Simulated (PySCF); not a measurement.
How methods differ on the ionisation energy of Mo

Mo [Kr] 4d5 5s1 (7S) → Mo⁺ [Kr] 4d5 (6S), as a difference of total energies. All numbers are calculated (PySCF 2.14, scalar relativity by spin-free X2C-1e, in x2c-SVPall). Correlated levels: valence: [Kr] frozen. The calculations carry no spin-orbit coupling.

```tsv
method	ionisation energy (eV)	error (eV)
UHF	6.268	-0.824
LDA	7.709	+0.617
MN15	6.935	-0.157
MP2 (valence)	6.629	-0.463
SCS-MP2 (valence)	6.389	-0.703
```

Reference: 7.092 eV (measured; NIST Atomic Spectra Database, ionization energies).

Errors of the correlated levels include the incompleteness of this basis and the frozen core.
